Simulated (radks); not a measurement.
Results of a calculation; reference values are marked as such.
The nuclear charge of neutral gold is varied continuously with 79 electrons held in [Xe] 4f14 5d10 6s1. Code: a radial shooting solver on a logarithmic mesh with Libxc functionals. Model: Dirac Kohn-Sham, BLYP, spin-unpolarised, spherical densities, point nucleus. By the Hellmann-Feynman theorem dE/dZ = E(electron-nucleus)/Z, the electronic potential at the nucleus.

| Z | E (hartree) | E(electron-nucleus)/Z (hartree) | HOMO | e(HOMO) (eV) | <r> HOMO (bohr) |
|---|---|---|---|---|---|
| 78.8 | -18927.8794 | -604.996 | 5d5/2 | -4.189 | 1.706 |
| 78.9 | -18988.4409 | -606.234 | 6s1/2 | -5.006 | 2.924 |
| 79 | -19049.1262 | -607.473 | 6s1/2 | -5.792 | 2.877 |
| 79.1 | -19109.9356 | -608.713 | 6s1/2 | -6.600 | 2.833 |
| 79.2 | -19170.8689 | -609.954 | 6s1/2 | -7.430 | 2.791 |
| 79.3 | -19231.9263 | -611.195 | 6s1/2 | -8.281 | 2.752 |
| 79.4 | -19293.1078 | -612.436 | 6s1/2 | -9.151 | 2.714 |
| 79.5 | -19354.4136 | -613.679 | 6s1/2 | -10.041 | 2.679 |
| 79.6 | -19415.8436 | -614.922 | 6s1/2 | -10.950 | 2.645 |
| 79.7 | -19477.3981 | -616.167 | 6s1/2 | -11.878 | 2.612 |
| 79.8 | -19539.0770 | -617.412 | 6s1/2 | -12.823 | 2.581 |
| 79.9 | -19600.8805 | -618.658 | 6s1/2 | -13.786 | 2.551 |
| 80 | -19662.8086 | -619.905 | 6s1/2 | -14.765 | 2.522 |

The central difference of E at Z = 79 is -607.474 hartree, to compare with the third column; the second derivative is -12.4 hartree.
